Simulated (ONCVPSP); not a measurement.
**Zn: one change to an ONCV potential, before and after**

- Element: zinc (Zn)
- Generator: ONCVPSP 4.0.1
- Type: optimised norm-conserving Vanderbilt (ONCV)
- Functional: Wu-Cohen
- Relativity: scalar-relativistic
- Frozen core: [Ar]
- Valence charge: 12
- Reference configuration: 3d10 4s2
- Partial waves: 4s: rc 1.85 bohr, ncon 3, nbas 6, qcut 2.9 1/bohr, 2 projectors, debl 0.8 Ha; p scattering state at 0.11 Ha: rc 1.90 bohr, ncon 4, nbas 8, qcut 3.5 1/bohr, 1 projector; 3d: rc 1.45 bohr, ncon 4, nbas 9, qcut 12.7 1/bohr, 2 projectors, debl 3.2 Ha
- Local potential: polynomial inside 1.15 bohr (lpopt 3, dvloc0 4 Ha)
- Core correction: polynomial model core, fcfact 0.35

Change: s: rc 2.76.

Cutoffs: the cutoffs (Ha) at which the residual kinetic energy of the hardest occupied pseudo-wave falls to 1 and 0.1 mHa per electron; they do not see the model core or the augmentation charge, which bear on the density cutoff. Errors are all-electron minus pseudo energies relative to the spin-unpolarised reference configuration.

Task: What does the change do?

Result: The potential gets neither clearly harder nor softer (57 Ha and 64 Ha → 57 Ha and 64 Ha); the d channel sets the loose cutoff, while the largest relative change is in s, which becomes softer; of the 4 tests that both files solve, the error grows in 3 and shrinks in 1 by more than 15 % and 0.3 meV (median size 59.7 → 77.5 meV); neither file shows a bound ghost.

| quantity | base | changed |
| --- | --- | --- |
| cutoff, loose | 57 Ha | 57 Ha |
| cutoff, tight | 64 Ha | 64 Ha |
| loose cutoff by channel | s 11 Ha, d 57 Ha | s 3.0 Ha, d 57 Ha |
| bound ghosts | none | none |
| GHOST(+) flags under 300 eV | s at 105.0 eV | s at 68.3 eV |
| error for 3d10 4s1, meV [ΔE 9.92 eV] | -4.3 | -18 |
| error for 3d10 4s0, meV [ΔE 28.27 eV] | -29 | -137 |
| error for 3d9 4s0, meV [ΔE 68.83 eV] | -98 | -634 |
| error for 3d9 4s2 4p1, meV [ΔE 12.30 eV] | -91 | +1.6 |
| p: phases at 1.93 bohr within 0.05 rad from the reference energy up to (Ha; the scan ends near 5) | 1.4 | 1.4 |
| d: phases at 1.47 bohr within 0.05 rad from the reference energy up to (Ha; the scan ends near 5) | to the end of the scan | to the end of the scan |
| rms error of d²Exc/dni dnj with the model core, mHa | 2.80 | 2.95 |
